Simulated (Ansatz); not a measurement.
Two members of one family (GaP nanocrystals, H-capped) that differ in charge, which shifts all levels, computed with Ansatz in the gas phase. Levels of anions in sets without diffuse functions are rough. The structures are stationary points that may keep the symmetry of their start.

First: Ga6P6H18, cut from wurtzite (singlet, charge 0, PBE-D4/def2-SVP geometry).

```xyz
30

P    -0.950   -2.533   -0.800
Ga   -1.458   -0.589   -2.151
Ga   -2.785    0.031    1.510
P    -2.143    1.037   -0.600
P     0.821    0.025   -2.700
Ga   -0.728    3.003   -0.698
Ga    0.357   -2.337    1.230
P    -0.566   -0.483    2.340
P     2.388   -1.485    0.224
Ga    2.404    0.624   -0.967
Ga    1.092    1.248    2.699
P     1.214    2.091    0.430
H    -2.194   -3.139   -0.446
H    -0.423   -3.579   -1.625
H    -2.282   -0.972   -3.437
H    -3.489   -1.354    1.171
H    -3.429    1.139    2.428
H    -3.379    1.445   -1.200
H     1.395   -0.954   -3.573
H     0.755    1.121   -3.611
H    -0.327    3.213   -2.222
H    -1.360    4.131    0.205
H     0.586   -3.737    1.911
H    -0.785   -1.054    3.636
H     3.006   -2.503   -0.572
H     3.366   -1.393    1.260
H     3.825    0.945   -1.563
H     0.473    2.364    3.626
H     2.472    0.516    3.000
H     2.143    3.179    0.495
```

```csv
level,HOMO (eV),LUMO (eV),gap (eV)
PBE-D4/def2-SVP,-6.10,-1.96,4.14
PBE-D4/def2-TZVP,-6.16,-2.25,3.90
r2SCAN-D4/def2-TZVP,-6.41,-2.11,4.30
PBE0-D4/def2-SVP,-7.17,-1.20,5.97
PBE0-D4/def2-TZVP,-7.20,-1.49,5.71
```

Second: Ga7P6H20⁻, cut from zinc blende (singlet, charge -1, PBE-D4/def2-SVP geometry).

| atom | x (Å) | y (Å) | z (Å) |
| --- | --- | --- | --- |
| Ga1 | -3.1148 | 0.3168 | 2.1001 |
| Ga2 | 4.3089 | -0.7255 | -0.0441 |
| Ga3 | 0.4289 | 2.2775 | 0.8802 |
| Ga4 | 0.3671 | -1.4736 | 1.6213 |
| Ga5 | -2.4773 | -2.2711 | -0.9860 |
| Ga6 | 0.5676 | -0.0551 | -2.1468 |
| Ga7 | -2.9152 | 1.7275 | -1.6505 |
| P8 | 2.7540 | -0.9244 | 1.7865 |
| P9 | -0.6969 | 0.5620 | 2.1327 |
| P10 | -3.3592 | -0.1638 | -0.2397 |
| P11 | 2.9382 | 0.3836 | -1.6874 |
| P12 | -0.5149 | 1.8501 | -1.2890 |
| P13 | -0.1048 | -1.7943 | -0.6809 |
| H14 | -3.7538 | 1.7287 | 2.4514 |
| H15 | -3.4606 | -0.9620 | 2.9836 |
| H16 | 4.5147 | -2.2026 | -0.5905 |
| H17 | 5.5370 | 0.1902 | 0.3655 |
| H18 | 0.0718 | 3.7303 | 1.4072 |
| H19 | 1.9788 | 1.8598 | 0.8046 |
| H20 | 0.1480 | -2.7536 | 2.5247 |
| H21 | -2.8524 | -3.4326 | 0.0332 |
| H22 | -2.7163 | -2.4611 | -2.5464 |
| H23 | 0.4784 | -0.4167 | -3.6844 |
| H24 | -3.5685 | 3.0448 | -1.0437 |
| H25 | -3.1324 | 1.3595 | -3.1845 |
| H26 | 2.9159 | 0.1988 | 2.6541 |
| H27 | 3.3422 | -1.9147 | 2.6408 |
| H28 | -0.3086 | 0.7706 | 3.4977 |
| H29 | -4.7733 | -0.3564 | -0.3874 |
| H30 | 3.1413 | 1.7937 | -1.5818 |
| H31 | 3.6370 | 0.1813 | -2.9234 |
| H32 | -0.0099 | 2.8907 | -2.1373 |
| H33 | 0.6290 | -2.9583 | -1.0797 |

Estimate how these quantities change from the first to the second (second minus first).


```json
{"level": "PBE-D4/def2-SVP", "Δ HOMO (eV)": "3.10", "Δ LUMO (eV)": "3.17", "Δ gap (eV)": "0.07"}
{"level": "PBE-D4/def2-TZVP", "Δ HOMO (eV)": "3.07", "Δ LUMO (eV)": "3.23", "Δ gap (eV)": "0.16"}
{"level": "r2SCAN-D4/def2-TZVP", "Δ HOMO (eV)": "3.07", "Δ LUMO (eV)": "3.22", "Δ gap (eV)": "0.16"}
{"level": "PBE0-D4/def2-SVP", "Δ HOMO (eV)": "3.09", "Δ LUMO (eV)": "3.14", "Δ gap (eV)": "0.05"}
{"level": "PBE0-D4/def2-TZVP", "Δ HOMO (eV)": "3.06", "Δ LUMO (eV)": "3.21", "Δ gap (eV)": "0.15"}
```
